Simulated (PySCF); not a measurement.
Simulation results for CH4AlBN, Al2BH3N

Computed with PySCF 2.14.0. Calculation on a computer-drawn molecule: the log of a Hartree-Fock and frozen-core CCSD(T) single point meant for a local Hartree-Fock minimum, with one planted fault or none, to be diagnosed. Offsets are logged minus clean, where the clean run is the same molecule without the fault. The reference is restricted for singlets and unrestricted otherwise, and also for a bond in bohr or an excited solution. Adding or removing an electron swaps singlet and doublet. The excited solution moves the top pair (singlet) or top alpha electron (doublet) to the lowest empty orbital. Highest occupied and lowest empty are orbital energies over both spins, largest force is the largest gradient component, triples share is (T) over the correlation energy, the T1 limit is 0.02 restricted and 0.045 unrestricted, electrons count all cores, a negative frequency is imaginary (commonest isotopes), and the dipole is about the centre of nuclear charge.

Common to all runs: meant charge 1; meant multiplicity 1; meant basis cc-pV(D+d)Z; logged SCF converged yes; logged CC converged yes; logged SCF stable within its kind yes; possible faults no fault, one electron removed, one electron added, multiplicity raised by two, geometry at a saddle point, SCF held on an excited solution, minimal basis STO-3G, one bond length entered in bohr, all coordinates scaled.

(1) CH4AlBN

Logged structure:
```xyz
8
CH4AlBN
B      0.2620     0.4634     2.4337
N     -0.0634     0.0861     1.2692
Al    -0.4971    -0.4168    -0.2829
C     -0.9904    -0.9890    -2.0478
H      0.5623     0.8118     3.5088
H     -1.3280    -0.1310    -2.6335
H     -2.5170    -2.3734    -1.9322
H     -0.1297    -1.4446    -2.5426
```

* logged electrons: 34
* logged basis functions: 85
* logged spin squared: 0.7108
* logged highest occupied: -16.657 eV
* logged lowest empty: -4.1163 eV
* logged largest force: 0.018277 hartree/bohr
* logged T1 diagnostic: 0.063591
* logged D1 diagnostic: 0.2858
* logged triples share: 0.041655
* logged dipole magnitude: 0.64133 debye
* logged energy HF: -360.94416 hartree
* logged energy CCSD(T): -361.40485 hartree
* planted fault: one bond length entered in bohr, row 6 of the drawn bonds
* HF energy offset from clean run: 81.61 kcal/mol
* CCSD(T) energy offset from clean run: 83.25 kcal/mol

Drawn bonds:
```csv
atom,other atom,order
1,2,2
2,3,1
3,4,1
1,5,1
4,6,1
4,7,1
4,8,1
```

Notes: T1 above single-reference limit.

(2) CH4AlBN

Logged structure:
```xyz
8
CH4AlBN
B      0.2620     0.4634     2.4337
N     -0.0634     0.0861     1.2692
Al    -0.4971    -0.4168    -0.2829
C     -0.9904    -0.9890    -2.0478
H      0.5623     0.8118     3.5088
H     -1.3280    -0.1310    -2.6335
H     -1.7982    -1.7216    -1.9866
H     -0.1297    -1.4446    -2.5426
```

- logged electrons: 34
- logged basis functions: 85
- logged spin squared: 2.0182
- logged highest occupied: -11.426 eV
- logged lowest empty: -8.0466 eV
- logged largest force: 0.14932 hartree/bohr
- logged T1 diagnostic: 0.018751
- logged D1 diagnostic: 0.074316
- logged triples share: 0.035609
- logged dipole magnitude: 4.2196 debye
- logged energy HF: -360.86181 hartree
- logged energy CCSD(T): -361.307 hartree
- planted fault: multiplicity raised by two
- HF energy offset from clean run: 133.3 kcal/mol
- CCSD(T) energy offset from clean run: 144.6 kcal/mol

Drawn bonds:
```csv
atom,other atom,order
1,2,2
2,3,1
3,4,1
1,5,1
4,6,1
4,7,1
4,8,1
```

(3) Al2BH3N

Logged structure:
```xyz
7
Al2BH3N
B     -2.4499    -0.6846     1.5722
N     -1.6774    -0.1225     0.8825
Al    -0.4552     0.5187     0.0389
Al    -1.4024     2.2388    -1.5483
H     -3.1794    -1.1991     2.2073
H      0.9870     0.3355    -0.0067
H     -2.0201     3.2207    -2.4421
```

* logged electrons: 40
* logged basis functions: 89
* logged spin squared: 0
* logged highest occupied: -14.853 eV
* logged lowest empty: -4.8236 eV
* logged largest force: 0.077555 hartree/bohr
* logged T1 diagnostic: 0.014068
* logged D1 diagnostic: 0.032124
* logged triples share: 0.029454
* logged dipole magnitude: 3.8255 debye
* logged energy HF: -564.4915 hartree
* logged energy CCSD(T): -564.86186 hartree
* planted fault: all coordinates scaled, by -6.4 %
* HF energy offset from clean run: 21.73 kcal/mol
* CCSD(T) energy offset from clean run: 27.38 kcal/mol

Drawn bonds:
```csv
atom,other atom,order
1,2,2
2,3,1
3,4,1
1,5,1
3,6,1
4,7,1
```
